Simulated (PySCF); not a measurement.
**`C[C@@]1(F)CCO[C@H]1F`, C₅H₈F₂O**

Geometry (Å), atoms numbered from 1 in this order:
```xyz
16

C     1.773    0.152    0.394
C     0.524    0.107   -0.466
F     0.916    0.196   -1.796
C    -0.350   -1.144   -0.278
C    -1.670   -0.579    0.260
O    -1.736    0.751   -0.243
C    -0.473    1.269   -0.207
F    -0.222    1.813    1.044
H     1.507    0.079    1.444
H     2.301    1.088    0.229
H     2.425   -0.674    0.120
H     0.101   -1.861    0.403
H    -0.499   -1.615   -1.249
H    -2.554   -1.104   -0.099
H    -1.673   -0.559    1.356
H    -0.379    2.091   -0.924
```

Computed, not measured: TDDFT CAM-B3LYP/def2-SVPD circular dichroism and optical rotation, one conformer, gas phase in PySCF 2.14.0. Geometry: GFN2-xTB.

(1) Draw the ECD and absorption spectra from the lowest 8 states, each a Gaussian of half-width 0.25 eV at 1/e height.

Results:

(1) 
| E (eV) | λ (nm) | Δε (L mol⁻¹ cm⁻¹) | ε (L mol⁻¹ cm⁻¹) |
| --- | --- | --- | --- |
| 7.77 | 160 | -0.07 | 6.56 |
| 7.92 | 157 | -0.56 | 50.5 |
| 8.07 | 154 | -2.10 | 189 |
| 8.22 | 151 | -3.84 | 346 |
| 8.37 | 148 | -3.66 | 332 |
| 8.52 | 146 | -3.20 | 321 |
| 8.67 | 143 | -5.22 | 745 |
| 8.82 | 141 | -5.11 | 1570 |
| 8.97 | 138 | -2.60 | 2340 |
| 9.12 | 136 | -11.20 | 3080 |
| 9.27 | 134 | -15.43 | 4140 |
| 9.42 | 132 | +8.47 | 4460 |

Δε uses R in velocity form, ε uses f in length form. Only the states computed contribute, so the short-wavelength end is incomplete.
